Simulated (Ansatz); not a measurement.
Ansatz results at the PBE0-D4/def2-TZVP geometry: HOMO–LUMO gap (PBE/def2-TZVPP) 6.24 eV; HOMO–LUMO gap (ωB97M-V/def2-TZVPP) 12.44 eV; size of the dipole moment (B3LYP/def2-TZVPP) 2.43 D.

Each molecule was computed in one conformer, which needn't be the lowest.

**Question.** Which molecule gave them?
A. `N[SiH2]C(O)F`
B. `NC(F)[SiH2]O`
C. `OCC#CS`
D. `N[SiH2]OCF`

**Answer.** D. The others give `N[SiH2]C(O)F`: 5.53, 11.65, 3.15; `OCC#CS`: 4.57, 10.79, 0.96; `NC(F)[SiH2]O`: 5.63, 11.96, 1.34.

B3LYP here is the variant with VWN-RPA as its local correlation; programs differ in this.
